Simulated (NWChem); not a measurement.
Everything below was run with NWChem. System: H5GaS, charge 0, spin multiplicity 1, at a geometry optimised with PBE0/def2-SVP. The structure started from a generated list of species. Level: RHF/6-31G* (spherical d).

The NWChem input:

```
start mol
memory heap 200 mb stack 900 mb global 1100 mb
geometry units angstroms nocenter noautoz noautosym
  Ga    -0.717022    -0.556179     0.074118
  H     -0.137376    -1.416467     1.259742
  H     -1.774360     0.570932     0.379285
  H     -0.601564    -1.113419    -1.397743
  S      1.340929     1.083229    -0.044590
  H      2.228931     0.221041    -0.586569
  H      1.057175     1.647801    -1.238926
end
basis spherical
  * library 6-31g*
end
scf
  rhf
  nopen 0
  maxiter 100
  thresh 1e-7
  semidirect memsize 60000000 filesize 0
end
task scf energy
```

NWChem printed:

```
             Northwest Computational Chemistry Package (NWChem) 7.3.0
             --------------------------------------------------------

                                NWChem Input Module
                                -------------------

 Scaling coordinates for geometry "geometry" by  1.889725989
 (inverse scale =  0.529177249)

                             Geometry "geometry" -> ""
                             -------------------------

 Output coordinates in angstroms (scale by  1.889725989 to convert to a.u.)

  No.       Tag          Charge          X              Y              Z
 ---- ---------------- ---------- -------------- -------------- --------------
    1 Ga                  31.0000    -0.71702200    -0.55617900     0.07411800
    2 H                    1.0000    -0.13737600    -1.41646700     1.25974200
    3 H                    1.0000    -1.77436000     0.57093200     0.37928500
    4 H                    1.0000    -0.60156400    -1.11341900    -1.39774300
    5 S                   16.0000     1.34092900     1.08322900    -0.04459000
    6 H                    1.0000     2.22893100     0.22104100    -0.58656900
    7 H                    1.0000     1.05717500     1.64780100    -1.23892600

 Effective nuclear repulsion energy (a.u.)     163.6177869384

            Nuclear Dipole moment (a.u.)
            ----------------------------
        X                 Y               Z
 ---------------- ---------------- ----------------
    -0.0000226767     0.0000056692     0.0000132281


 Summary of "ao basis" -> "" (spherical)
 ------------------------------------------------------------------------------
       Tag                 Description            Shells   Functions and Types
 ---------------- ------------------------------  ------  ---------------------
 *                           6-31g*                   on all atoms

 Summary of "ao basis" -> "ao basis" (spherical)
 ------------------------------------------------------------------------------
       Tag                 Description            Shells   Functions and Types
 ---------------- ------------------------------  ------  ---------------------
[...]
   Bfn.  Coefficient  Atom+Function         Bfn.  Coefficient  Atom+Function
  ----- ------------  ---------------      ----- ------------  ---------------
    13      0.392708  1 Ga pz                38     -0.306022  4 H  s
    37     -0.261065  4 H  s                  9     -0.154894  1 Ga pz

 Vector   27  Occ=0.000000D+00  E= 8.542345D-02
              MO Center= -7.1D-01, -5.8D-01,  1.3D-02, r^2= 7.9D+00
   Bfn.  Coefficient  Atom+Function         Bfn.  Coefficient  Atom+Function
  ----- ------------  ---------------      ----- ------------  ---------------
    15      0.891352  1 Ga px                48     -0.872345  5 S  s
    16      0.672620  1 Ga py                14      0.421282  1 Ga s
    50      0.275260  5 S  py                49      0.239168  5 S  px
    58      0.236919  6 H  s                 60      0.237045  7 H  s
    11      0.186981  1 Ga px                44     -0.177766  5 S  s

 Vector   28  Occ=0.000000D+00  E= 1.282330D-01
              MO Center=  1.3D+00,  9.5D-01, -2.6D-01, r^2= 3.6D+00
   Bfn.  Coefficient  Atom+Function         Bfn.  Coefficient  Atom+Function
  ----- ------------  ---------------      ----- ------------  ---------------
    58      1.021796  6 H  s                 60     -1.002526  7 H  s
    50      0.846592  5 S  py                49     -0.695589  5 S  px
    51     -0.376004  5 S  pz                46      0.283750  5 S  py
    16     -0.243237  1 Ga py                45     -0.235323  5 S  px
    15      0.198909  1 Ga px

 Vector   29  Occ=0.000000D+00  E= 1.335192D-01
              MO Center=  1.1D-01, -1.2D-01, -5.0D-01, r^2= 7.8D+00
   Bfn.  Coefficient  Atom+Function         Bfn.  Coefficient  Atom+Function
  ----- ------------  ---------------      ----- ------------  ---------------
    14      1.482860  1 Ga s                 48     -1.170472  5 S  s
    60      0.829198  7 H  s                 10      0.817711  1 Ga s
    58      0.801054  6 H  s                 51      0.723715  5 S  pz
    38     -0.354702  4 H  s                 17     -0.266424  1 Ga pz
    36     -0.207799  3 H  s                 47      0.208625  5 S  pz

 center of mass
 --------------
 x =  -0.10292859 y =  -0.06765629 z =   0.03721754

 moments of inertia (a.u.)
 ------------------
         253.884018444734        -270.769996500622          28.939748828363
        -270.769996500622         386.777527269080          23.250161959415
          28.939748828363          23.250161959415         597.750582093629

  Mulliken analysis of the total density
  --------------------------------------

    Atom       Charge   Shell Charges
 -----------   ------   -------------------------------------------------------
    1 Ga  31    30.95   2.00  2.00  6.00  2.00  6.00  1.02  1.57  0.07  0.13  6.86  2.96  0.35
    2 H    1     1.07   0.47  0.60
    3 H    1     1.07   0.47  0.60
    4 H    1     1.07   0.47  0.61
    5 S   16    16.16   2.00  2.00  5.98  1.31  3.04  0.57  1.19  0.07
    6 H    1     0.85   0.49  0.36
    7 H    1     0.85   0.49  0.36

       Multipole analysis of the density wrt the origin
       ------------------------------------------------

     L   x y z        total         open         nuclear
     -   - - -        -----         ----         -------
     0   0 0 0     -0.000000      0.000000     52.000000

     1   1 0 0      1.017638      0.000000     -0.000023
     1   0 1 0      0.576554      0.000000      0.000006
     1   0 0 1     -0.571912      0.000000      0.000013

     2   2 0 0    -23.451514      0.000000    193.987511
     2   1 1 0      0.855067      0.000000    134.590352
     2   1 0 1     -1.782983      0.000000    -18.664317
     2   0 2 0    -25.584391      0.000000    123.914860
     2   0 1 1     -1.789303      0.000000    -15.117925
     2   0 0 2    -26.181307      0.000000     20.589341

 Task  times  cpu:        0.8s     wall:        0.8s

 Total times  cpu:        0.8s     wall:        0.8s
```
